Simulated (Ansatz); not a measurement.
Consider the ligand exchange at the Si–C bond: `BC([SiH3])[SiH2]F` + `OBCO` → `OCBO[SiH3]` + `BC[SiH2]F`.

Program: Ansatz. Geometries: PBE0-D4/def2-TZVP. ΔE: electronic, gas phase. CCSD(T)/CBS is the MP2 limit (def2-TZVPP, def2-QZVPP) plus CCSD(T) − MP2 in def2-TZVPP, frozen cores. Functionals use def2-TZVPP. B3LYP here is the variant with VWN-RPA as its local correlation; programs differ in this. Each species was taken in one conformer, which may not be the lowest.

`BC([SiH3])[SiH2]F`:

```xyz
13

B    -1.113   -1.246    0.374
C     0.199   -0.448    0.409
Si   -0.156    1.334    0.936
Si    0.886   -0.275   -1.311
F     0.886   -1.692   -2.061
H    -1.292   -2.190    1.085
H    -1.984   -0.919   -0.383
H     0.959   -0.853    1.084
H    -1.459    1.789    0.394
H     0.915    2.235    0.421
H    -0.172    1.420    2.418
H     2.291    0.194   -1.263
H     0.040    0.651   -2.104
```

`OBCO`:

Z-matrix (Å, degrees):
```
C
B 1 1.561
O 1 1.413 2 115.9
H 1 1.102 2 108.3 3 123.7
H 1 1.102 2 108.3 3 -123.7
O 2 1.357 1 116.8 3 0.0
H 2 1.202 1 122.4 3 -180.0
H 3 0.961 1 107.7 2 -0.0
H 6 0.959 2 114.6 1 180.0
```

`OCBO[SiH3]`:

Cartesian coordinates in Å:
```
O -1.521 2.343 -0.316
C -1.271 0.983 -0.619
B -0.017 0.445 0.156
O 0.346 -0.844 -0.046
Si 1.579 -1.759 0.568
H -2.293 2.630 -0.808
H -2.130 0.340 -0.363
H -1.100 0.826 -1.697
H 0.613 1.139 0.909
H 2.384 -0.960 1.527
H 0.985 -2.934 1.250
H 2.426 -2.211 -0.562
```

`BC[SiH2]F`:

Z-matrix (Å, degrees):
```
C
Si 1 1.871
B 1 1.537 2 111.4
H 1 1.096 2 103.5 3 -122.4
H 1 1.096 2 103.5 3 122.4
F 2 1.602 1 107.7 3 -179.6
H 2 1.482 1 111.8 3 -61.9
H 2 1.482 1 111.7 3 62.7
H 3 1.197 1 120.7 2 88.6
H 3 1.197 1 120.7 2 -88.5
```

```json
{"level": "PBE-D4", "ΔE (kJ/mol)": "-40.8", "difference from CCSD(T)/CBS": "16.1"}
{"level": "r2SCAN-D4", "ΔE (kJ/mol)": "-53.3", "difference from CCSD(T)/CBS": "3.6"}
{"level": "PBE0-D4", "ΔE (kJ/mol)": "-46.2", "difference from CCSD(T)/CBS": "10.7"}
{"level": "B3LYP-D4", "ΔE (kJ/mol)": "-61.8", "difference from CCSD(T)/CBS": "-4.9"}
{"level": "ωB97X-V", "ΔE (kJ/mol)": "-57.9", "difference from CCSD(T)/CBS": "-1.0"}
{"level": "ωB97M-V", "ΔE (kJ/mol)": "-54.9", "difference from CCSD(T)/CBS": "2.0"}
{"level": "B2PLYP", "ΔE (kJ/mol)": "-66.9", "difference from CCSD(T)/CBS": "-10.0"}
{"level": "PBE", "ΔE (kJ/mol)": "-46.2", "difference from CCSD(T)/CBS": "10.7"}
{"level": "r2SCAN", "ΔE (kJ/mol)": "-54.5", "difference from CCSD(T)/CBS": "2.4"}
{"level": "PBE0", "ΔE (kJ/mol)": "-50.9", "difference from CCSD(T)/CBS": "6.0"}
{"level": "B3LYP", "ΔE (kJ/mol)": "-70.8", "difference from CCSD(T)/CBS": "-13.9"}
{"level": "HF/def2-TZVPP", "ΔE (kJ/mol)": "-93.8", "difference from CCSD(T)/CBS": "-36.9"}
{"level": "MP2/def2-TZVPP", "ΔE (kJ/mol)": "-56.4", "difference from CCSD(T)/CBS": "0.5"}
{"level": "SCS-MP2/def2-TZVPP", "ΔE (kJ/mol)": "-65.1", "difference from CCSD(T)/CBS": "-8.2"}
{"level": "CCSD/def2-TZVPP", "ΔE (kJ/mol)": "-62.9", "difference from CCSD(T)/CBS": "-6.0"}
{"level": "CCSD(T)/def2-TZVPP", "ΔE (kJ/mol)": "-57.2", "difference from CCSD(T)/CBS": "-0.3"}
{"level": "HF/def2-QZVPP", "ΔE (kJ/mol)": "-95.5", "difference from CCSD(T)/CBS": "-38.6"}
{"level": "MP2/def2-QZVPP", "ΔE (kJ/mol)": "-56.8", "difference from CCSD(T)/CBS": "0.1"}
{"level": "SCS-MP2/def2-QZVPP", "ΔE (kJ/mol)": "-65.4", "difference from CCSD(T)/CBS": "-8.5"}
{"level": "HF/CBS(def2)", "ΔE (kJ/mol)": "-95.7", "difference from CCSD(T)/CBS": "-38.8"}
{"level": "MP2/CBS(def2)", "ΔE (kJ/mol)": "-56.0", "difference from CCSD(T)/CBS": "0.9"}
{"level": "CCSD/CBS(def2)", "ΔE (kJ/mol)": "-62.5", "difference from CCSD(T)/CBS": "-5.6"}
{"level": "CCSD(T)/CBS", "ΔE (kJ/mol)": "-56.9", "difference from CCSD(T)/CBS": "0"}
```

Largest T1 diagnostic among the species: 0.012.

From PBE to PBE0 (25 % exact exchange), in def2-TZVPP and without D4, ΔE moves by −4.7 kJ/mol. In def2-TZVPP, CCSD(T) changes the Hartree–Fock value by +36.5 kJ/mol (the triples alone add +5.6 kJ/mol) and MP2 by +37.4 kJ/mol.
